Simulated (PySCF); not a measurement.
Species: C4H7ClOSi2.
Z-matrix (Å and degrees, GFN2-xTB geometry), rows numbered from 1:
```
Si
O   1  1.6224
C   2  1.3424  1  132.94
C   3  1.3476  2  122.25  1   179.98
C   4  1.4483  3  116.20  2  -180.00
C   5  1.3415  4  115.63  3     0.04
Cl  6  1.7195  5  122.93  4  -179.99
Si  6  1.8930  5  110.70  4     0.03
H   1  1.4535  2   98.98  3  -179.95
H   1  1.4648  2  110.64  3   -60.20
H   1  1.4648  2  110.64  3    60.28
H   4  1.0790  3  123.52  2     0.07
H   5  1.0795  4  120.10  3  -179.93
H   8  1.4602  3  113.01  2   -65.52
H   8  1.4603  3  112.94  2    65.54
```

Definitions: NICS(0) = −σiso at the ring centroid; NICS(1) = −σiso and NICS(1)zz = −σzz at ±1 Å along the ring normal z. Level: GIAO PBE0/pcSseg-1 (PySCF, non-relativistic, gas phase) on the GFN2-xTB geometry, one conformer.

Ring bond lengths (Å), with Mayer bond orders in brackets: C3–C4 1.348 (1.73), C4–C5 1.448 (1.10), C5–C6 1.342 (1.74), C6–Si8 1.893 (0.81), Si8–C3 1.900 (0.85).

Give the NICS values of each ring in ppm.

| ring | type | NICS(0) | NICS(1), two faces | NICS(1)zz, two faces | rms pucker (Å) | centre to ring atoms, mean (Å) |
| --- | --- | --- | --- | --- | --- | --- |
| C3–C4–C5–C6–Si8 | 5-membered ring with Si; formal bonds 2 double, 3 single | -0.1 | -0.9 / -0.9 | 5.5 / 5.5 | 0.00 | 1.34 |

What do they say, and how far can they be read as aromaticity?

- C3–C4–C5–C6–Si8: mean NICS(1)zz 5.5 ppm, deshielded. Si8 has four or more neighbours; no verdict on aromaticity is drawn.
